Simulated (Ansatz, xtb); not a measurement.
## Ranking isomers of C4H10BFSi

3 gas-phase structures of C4H10BFSi, from a drawn sample of its isomers (lower ones may exist). Each was relaxed with GFN2-xTB; where two conformers were screened, the lower at r2SCAN-D4/def2-SVP is listed:

A. `C[SiH2]C/C=C/BF`, a singlet
B. `FB[SiH2]C1CCC1`, a singlet
C. `C=CC[SiH2]CBF`, a singlet

**Question.** Make a reasoned guess at their ranking by r2SCAN-D4/def2-SVP single-point energy.

**Answer.** Calculated order at r2SCAN-D4/def2-SVP: A (0.000), C (0.220), B (1.418) eV.

Energies above the lowest of each column, in eV; the last columns are at B3LYP/def2-SVP geometries:

```csv
structure,GFN2-xTB,HF/STO-3G,r2SCAN-D4/def2-SVP,B3LYP/def2-SVP,CCSD(T)/def2-SVP + ΔMP2/def2-TZVPP
A,0.000,0.000,0.000,0.000,0.000
C,0.139,0.249,0.220,0.233,0.158
B,0.081,0.196,1.418,1.468,1.405
```

Every level run on A puts it lowest or level with the lowest. Flexible structures stand in one conformer each, not always the lowest. ΔMP2 is the change of the MP2 energy from the smaller to the larger basis.

Programs: Ansatz 0.2.0, xtb 6.7.1.
